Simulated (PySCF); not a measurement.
**TDDFT excited states: C8H9F**

Species: PhCHFCH3, C₈H₉F.
SMILES with atom numbers: `[CH3:1][C@@H:2]([F:3])[c:4]1[cH:5][cH:6][cH:7][cH:8][cH:9]1` (hydrogens: H10, H11, H12 on C1; H13 on C2; H14 on C5; H15 on C6; H16 on C7; H17 on C8; H18 on C9)

Cartesian coordinates in Å at the PBE0-D3(BJ)/def2-SVP level; atoms count from 1:
```xyz
18
C8H9F angstrom
C     -2.537    0.442   -0.710
C     -1.735   -0.393    0.267
F     -2.042   -1.723    0.058
C     -0.248   -0.184    0.123
C      0.372    0.915    0.724
C      1.737    1.137    0.552
C      2.497    0.257   -0.219
C      1.884   -0.844   -0.814
C      0.518   -1.063   -0.645
H     -3.613    0.256   -0.579
H     -2.254    0.186   -1.742
H     -2.340    1.512   -0.554
H     -2.035   -0.150    1.302
H     -0.216    1.603    1.339
H      2.212    1.997    1.029
H      3.568    0.427   -0.350
H      2.474   -1.542   -1.413
H      0.033   -1.931   -1.097
```

Computed, not measured: TDDFT CAM-B3LYP/def2-SVPD, vertical, gas phase, core orbitals frozen in the response (PySCF).

**Question.** List the vertical singlet excitations with oscillator strengths and describe the spectrum.

**Answer.** 

```json
{"state": "S1", "E (eV)": "5.43", "E (kJ/mol)": "524", "λ (nm)": "228.4", "f": "0.0007", "main configurations (H = HOMO, L = LUMO)": "H→L+1 (32%), H-1→L (28%), H→L (22%)"}
{"state": "S2", "E (eV)": "6.10", "E (kJ/mol)": "588", "λ (nm)": "203.3", "f": "0.021", "main configurations (H = HOMO, L = LUMO)": "H→L (40%), H→L+1 (21%), H-1→L+1 (21%)"}
{"state": "S3", "E (eV)": "6.99", "E (kJ/mol)": "674", "λ (nm)": "177.4", "f": "0.498", "main configurations (H = HOMO, L = LUMO)": "H-1→L+1 (50%), H→L (31%)"}
{"state": "S4", "E (eV)": "7.02", "E (kJ/mol)": "677", "λ (nm)": "176.7", "f": "0.687", "main configurations (H = HOMO, L = LUMO)": "H-1→L (49%), H→L+1 (40%)"}
{"state": "S5", "E (eV)": "7.14", "E (kJ/mol)": "689", "λ (nm)": "173.6", "f": "0.058", "main configurations (H = HOMO, L = LUMO)": "H→L+2 (77%), H→L+3 (10%)"}
{"state": "S6", "E (eV)": "7.27", "E (kJ/mol)": "701", "λ (nm)": "170.6", "f": "0.0043", "main configurations (H = HOMO, L = LUMO)": "H-1→L+2 (79%), H-1→L+3 (13%)"}
{"state": "S7", "E (eV)": "7.69", "E (kJ/mol)": "742", "λ (nm)": "161.2", "f": "0.037", "main configurations (H = HOMO, L = LUMO)": "H→L+3 (66%), H→L+4 (9%)"}
{"state": "S8", "E (eV)": "7.86", "E (kJ/mol)": "758", "λ (nm)": "157.8", "f": "0.012", "main configurations (H = HOMO, L = LUMO)": "H-2→L (75%)"}
{"state": "S9", "E (eV)": "7.89", "E (kJ/mol)": "761", "λ (nm)": "157.2", "f": "0.0007", "main configurations (H = HOMO, L = LUMO)": "H-2→L+1 (39%), H-3→L (22%), H-4→L (13%)"}
{"state": "S10", "E (eV)": "7.91", "E (kJ/mol)": "763", "λ (nm)": "156.7", "f": "0.010", "main configurations (H = HOMO, L = LUMO)": "H-1→L+4 (43%), H-1→L+3 (29%), H→L+3 (10%)"}
```

Triplets, Tamm–Dancoff:

| state | E (eV) | λ (nm) | main configurations (H = HOMO, L = LUMO) |
| --- | --- | --- | --- |
| T1 | 4.07 | 305.0 | H→L (35%), H-1→L+1 (24%), H→L+1 (18%) |
| T2 | 4.77 | 259.9 | H→L (46%), H-1→L+1 (32%), H→L+1 (18%) |
| T3 | 4.78 | 259.1 | H-1→L (43%), H→L+1 (39%), H-1→L+1 (9%) |
| T4 | 5.18 | 239.5 | H-1→L (35%), H-1→L+1 (32%), H→L+1 (22%) |

The lowest singlet lies at 5.43 eV (228 nm, ultraviolet) and is very weak; its leading configuration is HOMO→LUMO+1 (32%). The most intense listed level is S4 at 7.02 eV (177 nm, f = 0.687), 1.59 eV above S1. Löwdin shares by element: HOMO carbon 66% or more (atoms not listed hold the other 34%); LUMO carbon 69% or more (atoms not listed hold the other 31%). Of the 10 states listed, 7 reach f = 0.01 and none stays under 0.0005. Weighted by f, the mean energy of these states is 7.03 eV. The listed states span 2.48 eV, and the widest gap between neighbours is 0.89 eV (S2 to S3). No computed singlet lies in the visible range (380 to 750 nm); the lowest, at 228 nm, stands 2.17 eV above its violet end (3.26 eV). The vertical ionisation energy (ΔSCF) is 9.11 eV, 1.20 eV above S10. Singlets were solved by full linear response, triplets in the Tamm–Dancoff approximation.

On x86-64 server, one thread, no GPU (shared host), this took 3.4 min of wall time.

One conformer stands for the species.
